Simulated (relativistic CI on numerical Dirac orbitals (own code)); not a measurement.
## Zr II: what numerical and physical settings do to a radial Dirac CI calculation

Reference input:

```
atom Zr  Z=40  charge=1  electrons=39
nucleus A=90  rms_radius_fm=4.2694
hamiltonian dirac-coulomb  breit=on  qed=on  c_scale=1
orbitals kli  potential=per-configuration
slater_scale 1
correlation none
mixing on
grid step=0.0125 r_max=100.6
scf mixing=0.4 start=green max_iterations=150 tolerance=2e-08 node_fill=0.05
configurations
  [Kr] 4d2 5s
  [Kr] 4d3
end
```

Computed lowest total energy -3593.48265 Ha, first excitation 269.7 cm⁻¹, 26 SCF steps. Runs with settings changed; * marks those that are bad on purpose (the QED terms keep the true α when c is scaled):

| Changed | Outcome | Lowest level | ΔE (Ha) | First excitation (cm⁻¹) | SCF steps | Message |
| --- | --- | --- | --- | --- | --- | --- |
| SCF tolerance 1e-05 | converged | 4d2 5s 4F_3/2 | -6.67e-07 | 269.7 | 19 |  |
| grid step 0.03 | converged | 4d2 5s 4F_3/2 | 0.000253 | 269.7 | 26 |  |
| end of the grid at 70.42 bohr, QED terms off | converged | 4d2 5s 4F_3/2 | -1.37 | 268.6 | 26 |  |
| QED terms off, speed of light × 2, grid step 0.006 | converged | 4d2 5s 4F_3/2 | 41.1 | 70.8 | 29 |  |
| charge 2 * | refused |  |  |  | 0 | configuration [Kr] 4d2 5s has 39 electrons, the ion has 38 |
| node fill of the KLI weights 50 * | converged | 4d2 5s 4F_3/2 | 0.753 | 449.8 | 27 |  |

With so few configurations and no correlation, terms lie too far apart (by 10 to 50 % near neutrality), their order can be wrong, and levels of other configurations are missing.
